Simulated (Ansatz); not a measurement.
`OB(O)[SiH2]F` and `NCB(O)O` differ in one atom or group.

Ansatz, PBE0-D4/def2-TZVP geometries, multiplicity 1. Each molecule was computed in one conformer, which needn't be the lowest.

```
                                          property  `OB(O)[SiH2]F`
               HOMO–LUMO gap (PBE/def2-TZVPP) / eV            5.33
size of the dipole moment (ωB97M-V/def2-TZVPP) / D            2.64
                 LUMO energy (PBE/def2-TZVPP) / eV           -1.65
    size of the dipole moment (PBE/def2-TZVPP) / D            2.61
               LUMO energy (B3LYP/def2-TZVPP) / eV           -0.97
                HOMO energy (PBE0/def2-TZVPP) / eV           -8.35
```

What does the change do to each property? (An estimate is asked.)

The calculation gave: 
```json
{"property": "HOMO–LUMO gap (PBE/def2-TZVPP) / eV", "`NCB(O)O`": "5.62", "shift": "0.29"}
{"property": "size of the dipole moment (ωB97M-V/def2-TZVPP) / D", "`NCB(O)O`": "1.66", "shift": "-0.98"}
{"property": "LUMO energy (PBE/def2-TZVPP) / eV", "`NCB(O)O`": "-0.17", "shift": "1.48"}
{"property": "size of the dipole moment (PBE/def2-TZVPP) / D", "`NCB(O)O`": "1.63", "shift": "-0.98"}
{"property": "LUMO energy (B3LYP/def2-TZVPP) / eV", "`NCB(O)O`": "0.29", "shift": "1.26"}
{"property": "HOMO energy (PBE0/def2-TZVPP) / eV", "`NCB(O)O`": "-7.28", "shift": "1.07"}
```

With PBE0 the HOMO rises by 1.07 eV and the LUMO rises by 1.41 eV, so the gap widens by about 0.34 eV. PBE moves the HOMO by 1.19 eV and ωB97M-V by 0.86 eV. Dipoles are sizes alone; their direction can turn.

B3LYP here is the variant with VWN-RPA as its local correlation; programs differ in this.
